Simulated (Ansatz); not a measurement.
Two isomers of CH5FGeOSi: A = `F[CH]1O[SiH2][GeH2]1`, B = `[OH][Ge]1([F])[CH2][SiH2]1`.

Isolated molecules relaxed with PBE0-D4/def2-TZVP in Ansatz; ΔE leaves out vibrations. CCSD(T)/CBS is the MP2 limit (def2-TZVPP, def2-QZVPP) plus CCSD(T) − MP2 in def2-TZVPP, frozen cores. Functionals use def2-TZVPP. B3LYP here is the variant with VWN-RPA as its local correlation; programs differ in this. For Ge outer-core shells are correlated without core-valence functions, which leaves a few kJ/mol of doubt a bond. Scalar relativity is left out up to krypton. One conformer a species, not always the lowest.

Q: Which isomer does CCSD(T)/CBS put lower? Give the gap. (An estimate is asked.)

A: Ansatz gave: B, by 17.9 kcal/mol.

Q: Give E(B) − E(A) in kcal/mol with B3LYP, HF/def2-TZVPP, PBE-D4, CCSD(T)/def2-TZVPP, r2SCAN-D4, MP2/def2-TZVPP, ωB97M-V. (Best estimate.)

A: Ansatz gave: B3LYP -15.5, HF/def2-TZVPP -14.3, PBE-D4 -16.0, CCSD(T)/def2-TZVPP -17.5, r2SCAN-D4 -17.1, MP2/def2-TZVPP -20.6, ωB97M-V -15.4. None reverses the order clearly.

Largest T1 diagnostic: 0.013.

In def2-TZVPP, CCSD(T) changes the Hartree–Fock value by −3.2 kcal/mol (the triples alone add −0.5 kcal/mol) and MP2 by −6.3 kcal/mol.
